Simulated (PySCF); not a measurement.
## How methods differ on the excitation energy of Kr⁺

Kr⁺ [Ar] 3d10 4s2 4p5 (2P) → Kr⁺ [Ar] 3d10 4s2 4p4 5s1 (4P), as a difference of total energies. All numbers are calculated (PySCF 2.14, a scalar-relativistic core potential, in aug-cc-pVDZ-PP with ECP10MDF (5s4p3d, 32 functions)). Correlated levels: valence: 3s2 3p6 3d10 frozen. The calculations carry no spin-orbit coupling.

```
           method  excitation energy (eV)
              UHF                  13.425
    MP2 (valence)                  13.610
   CCSD (valence)                  13.559
CCSD(T) (valence)                  13.554
```

Task: Estimate what SCS-MP2 (valence) gives.

Result: 13.700 eV, closest to MP2 (valence) among the rows shown.

Task: Estimate what CCSDT (valence) gives.

Result: 13.551 eV, closest to CCSD(T) (valence) among the rows shown.

Errors of the correlated levels include the incompleteness of this basis and the frozen core.

For comparison: 13.959 eV (measured; NIST levels, between the centres of gravity of the two terms).
